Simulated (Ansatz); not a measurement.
`C[O][GeH2][O]C` + H₂ → `C[O][GeH3]` + CH₃OH  (hydrogenolysis of a Ge–O bond)

Program: Ansatz. Geometries: PBE0-D4/def2-TZVP. ΔE: electronic, gas phase. CCSD(T)/CBS adds triple-zeta CCSD(T) − MP2 to the extrapolated MP2 energy (def2 sets, frozen cores). This one scheme is used for every species. DFT in def2-TZVPP. B3LYP here is the variant with VWN-RPA as its local correlation; programs differ in this. For Ge outer-core shells are correlated without core-valence functions, which leaves a few kJ/mol of doubt a bond. Scalar relativity is left out up to krypton. One conformer a species, not always the lowest.

`C[O][GeH2][O]C`:

Z-matrix (Å, degrees):
```
C
O 1 1.410
H 1 1.092 2 108.0
H 1 1.096 2 112.0 3 119.3
H 1 1.098 2 112.0 3 -119.0
Ge 2 1.773 1 118.6 3 177.6
O 6 1.773 2 109.4 1 63.3
H 6 1.534 2 110.8 1 -51.1
H 6 1.534 2 104.3 1 -178.1
C 7 1.410 6 118.6 2 63.4
H 10 1.098 7 112.0 6 58.6
H 10 1.096 7 112.0 6 -63.1
H 10 1.092 7 108.0 6 177.6
```

H₂:

Z-matrix (Å, degrees):
```
H
H 1 0.746
```

`C[O][GeH3]`:

Cartesian coordinates in Å:
```
C 0.033 -1.055 -0.878
O -0.148 0.337 -0.807
Ge -0.050 1.106 0.795
H -0.059 -1.356 -1.924
H -0.724 -1.602 -0.299
H 1.025 -1.364 -0.521
H -1.135 0.500 1.708
H -0.287 2.596 0.532
H 1.344 0.838 1.395
```

CH₃OH:

```xyz
6

C     0.324    0.112   -0.096
O    -0.634   -0.746    0.481
H     1.301   -0.346    0.064
H     0.333    1.104    0.373
H     0.179    0.236   -1.176
H    -1.503   -0.361    0.354
```

```csv
level,ΔE (kJ/mol),difference from CCSD(T)/CBS
LDA (SPW92),20.3,-7.3
BLYP-D4,31.5,3.9
PBE0-D4,19.1,-8.5
B3LYP-D4,26.7,-0.9
ωB97X-V,26.2,-1.4
PBE-QIDH,22.3,-5.3
r2SCANh,24.8,-2.8
HF/def2-TZVPP,11.6,-16.0
CCSD(T)/def2-TZVPP,28.9,1.3
MP2/CBS(def2),34.3,6.7
CCSD(T)/CBS,27.6,0
```

Largest T1 diagnostic among the species: 0.012.

In def2-TZVPP, CCSD(T) changes the Hartree–Fock value by +17.3 kJ/mol (the triples alone add +4.9 kJ/mol) and MP2 by +24.1 kJ/mol. Leaving LDA and LC-ωPBE aside and taking each functional with its dispersion term where it has one, the values, not all of them listed here, spread over 12.6 kJ/mol, from HSE06-D4 to BLYP-D4. LDA lies +4.0 kJ/mol from PBE without D4.

CCSD(T)/CBS has its own doubt, a few kJ/mol and more with outer-core shells, so smaller differences from it don't rank the levels.
